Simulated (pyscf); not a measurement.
## Cl–GaH₂ (SMILES [Cl][GaH2]), singlet

Gas-phase minimum from PySCF at ωB97X-D3(BJ)/def2-SVP, one conformer. 

SMILES: [Cl][GaH2]
```xyz
4

Cl     0.3245     0.2248     1.0720
Ga    -1.3379    -0.5055    -0.0822
H     -1.2161    -1.9787    -0.5658
H     -2.4884     0.5154    -0.3128
```

Bond lengths (Å): Cl1–Ga2 2.151, Ga2–H3 1.555, Ga2–H4 1.555. Bond angles (°): Cl1–Ga2–H3 115.3, Cl1–Ga2–H4 115.4, H3–Ga2–H4 129.3.

Properties at ωB97X-D3(BJ)/def2-SVP:

```json
{
 "harmonic_wavenumbers_unscaled": "431, 520, 630, 762, 2056, 2058 cm⁻¹",
 "zero_point_energy": "9.2 kcal/mol",
 "rotational_symmetry_number": "2",
 "Entropy of this conformer at 298 K and 1 atm, rigid rotor and harmonic oscillator, modes under 100 cm⁻¹ raised to 100": "263.8 J/(mol K)",
 "dipole_moment": "1.93 D"
}
```

Single-point totals, which compare only within one level (frozen core for MP2 and CC):

```csv
level,total energy (hartree)
ωB97X-D3(BJ)/def2-TZVP,-2386.27991
PBE/def2-TZVP,-2385.81985
r²SCAN/def2-TZVP,-2386.26457
B3LYP-D3(BJ)/def2-TZVP,-2386.38010
PBE0-D3(BJ)/def2-TZVP,-2385.90151
M06-2X/def2-TZVP,-2386.28225
ωB97M-D3(BJ)/def2-TZVP,-2386.38391
HF/def2-TZVPP,-2383.97156
MP2/def2-TZVPP,-2384.39045
CCSD/def2-TZVPP,-2384.41185
CCSD(T)/def2-TZVPP,-2384.42909
```

The CCSD(T) − MP2 part came from Ansatz, without density fitting, on the same reference. The frozen core leaves the outer d or s,p core shells of the metals and heavy elements correlated in the MP2 and CC values, and def2-TZVPP describes them poorly, so these totals are far from the basis limit. Elements up to Kr have no core potential and no relativistic terms here.
